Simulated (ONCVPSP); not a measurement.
u(r) = r·R(r): atom against pseudo-atom (lanthanum)

Columns: radius, all-electron u(r) and pseudo u(r) of the 5d shell (level -3.97 eV) of lanthanum in the configuration [Kr] 4d10 5s2 5p6 5d1 6s1 6p1; PBEsol, scalar-relativistic, ONCV scheme, ONCVPSP 4.0.1.

| r (bohr) | all-electron | pseudo |
| --- | --- | --- |
| 0.138 | 0.1745 | 0.0009 |
| 0.275 | 0.0561 | 0.0071 |
| 0.413 | -0.1795 | 0.0230 |
| 0.550 | -0.2824 | 0.0513 |
| 0.688 | -0.2467 | 0.0935 |
| 0.825 | -0.1313 | 0.1484 |
| 0.963 | 0.0145 | 0.2141 |
| 1.100 | 0.1584 | 0.2856 |
| 1.238 | 0.2877 | 0.3591 |
| 1.375 | 0.3946 | 0.4289 |
| 1.513 | 0.4794 | 0.4920 |
| 1.650 | 0.5422 | 0.5445 |
| 1.788 | 0.5864 | 0.5853 |
| 1.925 | 0.6143 | 0.6130 |
| 2.062 | 0.6291 | 0.6285 |
| 2.200 | 0.6333 | 0.6332 |
| 2.338 | 0.6292 | 0.6292 |
| 2.475 | 0.6189 | 0.6189 |
| 2.613 | 0.6039 | 0.6039 |
| 2.750 | 0.5857 | 0.5857 |
| 2.888 | 0.5652 | 0.5652 |
| 3.025 | 0.5434 | 0.5434 |
| 3.162 | 0.5210 | 0.5209 |
| 3.300 | 0.4980 | 0.4980 |
| 3.438 | 0.4752 | 0.4751 |
| 3.575 | 0.4527 | 0.4527 |

Task: How many radial nodes do the two functions have?

Result: The all-electron 5d function has n − l − 1 = 2; the pseudo-wave has 0, since the states of the same l below it are removed with the core.

Task: At about which radius was the pseudo-wave matched?

Result: 2.40 bohr. The columns agree to 0.0005 from 2.20 bohr on; several derivatives are matched, so the curves merge somewhat inside the radius.

Task: Where does each function peak?

Result: Outermost all-electron maximum near 2.20 bohr, pseudo maximum near 2.20 bohr (to the table’s step).

Task: Is the pseudo-wave norm-conserving?

Result: Yes: the ONCV scheme keeps the norm inside the radius equal to the all-electron one, which fixes the energy derivative of the logarithmic derivative at the level.
